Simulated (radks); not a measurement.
Task: Xe46+, configuration 1s1.5 2s2 2p4 3d0.5 (fractional occupations, a model configuration). Calculated with a radial shooting solver on a logarithmic mesh with Libxc functionals: Dirac Kohn-Sham, LDA (Slater exchange, Perdew-Zunger correlation), spin-unpolarised, spherical densities, finite nucleus; open shells are shared between the two j in proportion to 2j + 1; Fermi nuclear charge, rms radius 4.7859 fm.

Spin-orbit splittings of the eigenvalues, e(l+1/2) - e(l-1/2), with zeta = 2 splitting/(2l+1) and mean radii in bohr:

| shell | occ. | splitting (eV) | zeta (eV) | <r> j=l-1/2 | <r> j=l+1/2 |
|---|---|---|---|---|---|
| 2p | 4 | ? | ? | 0.09179 | 0.09714 |
| 3p | 0 | 98.73 | 65.82 | 0.2438 | 0.2515 |
| 3d | 0.5 | 25.91 | 10.37 | 0.2150 | 0.2176 |
| 4d | 0 | 10.85 | 4.341 | 0.4374 | 0.4405 |
| 4f | 0 | 4.698 | 1.342 | 0.3814 | 0.3830 |

Estimate the 2p splitting.

Result: 361.7 eV (zeta = 241.1 eV).
